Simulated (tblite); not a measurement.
Isomers of C6H12FP. Method: GFN2-xTB as coded in tblite; computed harmonic values from a numerical Hessian at the method's own geometry, unscaled. Against measured fundamentals such values can be off by several per cent, at times by over 20. Modes of hydrogen on phosphorus can be 10 to 20 % off. One conformer each.

Electronic energies: GFN2-xTB at the same geometries; isomer energies are rough at this level and their order can be wrong.

| SMILES | electronic energy, lowest = 0 (kJ/mol) |
| --- | --- |
| C[C@@H]1CPCC[C@H]1F | 0.0 |
| CC(C)(C)C/P=C\F | 122.9 |
| C[C@@H]1[C@@H](F)CCP1C | 9.5 |

Q: How do GFN2-xTB zero-point energies change the relative energies?

A: 
```tsv
SMILES	ZPE (kJ/mol)	of it from modes above 1550 cm⁻¹	electronic (kJ/mol)	with ZPE, lowest = 0 (kJ/mol)	lowest mode (cm⁻¹)	rings
C[C@@H]1CPCC[C@H]1F	440.3	208.8	0.0	0.0	97	1
C[C@@H]1[C@@H](F)CCP1C	440.2	214.5	9.5	9.3	70	1
CC(C)(C)C/P=C\F	436.5	216.5	122.9	119.1	15	0
```

The zero-point energies span 3.8 kJ/mol, from `CC(C)(C)C/P=C\F` to `C[C@@H]1CPCC[C@H]1F`. The order is unchanged.
